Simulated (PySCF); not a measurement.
Delta-SCF ions had no search for a lower state. 

[B(Cl)3(NH3)] (charge 0, multiplicity 1)

All values below come from PBE-D3(BJ)/def2-TZVP // B3LYP-D3(BJ)/def2-SVP (PySCF).

```yaml
HOMO: -6.65 eV
dipole_moment: 6.01 D
HOMO–LUMO gap: 5.52 eV
LUMO: -1.14 eV
S1 excitation (TDA): 5.52 eV
S1 oscillator strength: 0.000
T1 excitation (TDA): 5.50 eV
S1–T1 gap (TDA): 0.02 eV
vertical ionisation energy (Delta-SCF): 9.63 eV
charge on the central atom (Mulliken): 0.13 e
charge on the central atom (meta-Löwdin): 0.04 e
total_energy: -1461.5768 Ha
cost: roughly 2.4 core-minutes
```

Bond lengths (Å): B1–Cl2 1.839, B1–Cl3 1.839, B1–Cl4 1.839, B1–N5 1.629, N5–H6 1.025, N5–H7 1.025, N5–H8 1.025. Angles (°): Cl2–B1–Cl3 113.9, Cl2–B1–Cl4 113.9, Cl2–B1–N5 104.6, Cl3–B1–Cl4 113.9, Cl3–B1–N5 104.6, Cl4–B1–N5 104.6, B1–N5–H6 110.0, B1–N5–H7 110.0, B1–N5–H8 110.0, H6–N5–H7 108.9, H6–N5–H8 108.9, H7–N5–H8 108.9.
Charge 0, spin multiplicity 1.
